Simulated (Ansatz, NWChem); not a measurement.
# Worked example: C2H5Br + CH3Na → C3H8 + NaBr

Gas-phase species: C2H5Br (bromoethane) `CCBr`, singlet; CH3Na `[CH3][Na]`, singlet; C3H8 (propane) `CCC`, singlet; NaBr, singlet. The partners trade Br for CH3: C–Br and Na–CH3 bonds give way to C–CH3 and Na–Br.

Shapes, held fixed at every level: PBE0-D4/def2-TZVP. Programs: Ansatz 0.2.0, NWChem 7.3.0. A level may come from different programs for different species; with the same settings they agree closely. The zero-point and thermal change to 298 K, harmonic and unscaled (PBE0-D4/def2-TZVP), is +12.3 kJ/mol.

At CCSD(T)/def2-TZVPP; 1 Eh = 2625.50 kJ/mol:

```
species   energy (Eh)
 C2H5Br  -2651.785490
  CH3Na   -201.835698
   C3H8   -118.915650
   NaBr  -2734.820623
```

Problem. Work out ΔH(298 K) of the reaction at this level.

Solution. 
1. Products less reactants: (-118.915650) + (-2734.820623) − [(-2651.785490) + (-201.835698)] = -0.115085 Eh = -302.2 kJ/mol.
2. With the thermal change: -302.2 + (+12.3) = -289.9 kJ/mol.

Other levels give -326.1 (MP2/def2-SVP) to -267.5 kJ/mol (PBE-D4/def2-TZVPP). No measured value is set beside it here. Relativity is left out for Br. Outer-core shells of Br, Na are correlated, in sets that cover them unevenly. The median of the other correlated levels is -299.5 kJ/mol.
